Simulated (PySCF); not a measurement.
## In³⁺ (indium, charge +3) across methods

[Kr] 4d10, closed-shell 1S. Calculation: PySCF 2.14, in aug-cc-pVDZ-PP with ECP28MDF (5s4p3d, 32 functions); a scalar-relativistic core potential.

| method | E (hartree) | mean ε 4s (eV) | mean ε 4p (eV) | mean ε 4d (eV) | Σ⟨r²⟩ (bohr²) | ⟨S²⟩ |
| --- | --- | --- | --- | --- | --- | --- |
| TPSSh | -188.1111 | -154.63 | -111.48 | -48.766 | 23.17 | 0.000 |
| LDA | -187.7966 | -151.11 | -108.72 | -47.784 | 23.33 | 0.000 |
| UHF | -187.40973 | -175.64 | -128.25 | -56.783 | 22.99 | 0.000 |
| PBE0 | -188.1760 | -157.82 | -114.13 | -50.353 | 23.14 | 0.000 |
| PBEsol | -187.9279 | -151.15 | -108.74 | -47.658 | 23.26 | 0.000 |
| M06 | -188.2396 | -156.48 | -113.40 | -50.449 | 23.11 | 0.000 |
| r2SCAN | -188.2329 | -154.99 | -111.50 | -48.319 | 23.09 | 0.000 |
| PBE | -188.1542 | -151.48 | -109.02 | -47.800 | 23.24 | 0.000 |
| HSE06 | -188.1708 | -157.39 | -113.70 | -49.919 | 23.15 | 0.000 |

Energies and moments cover only the electrons outside the core potential.
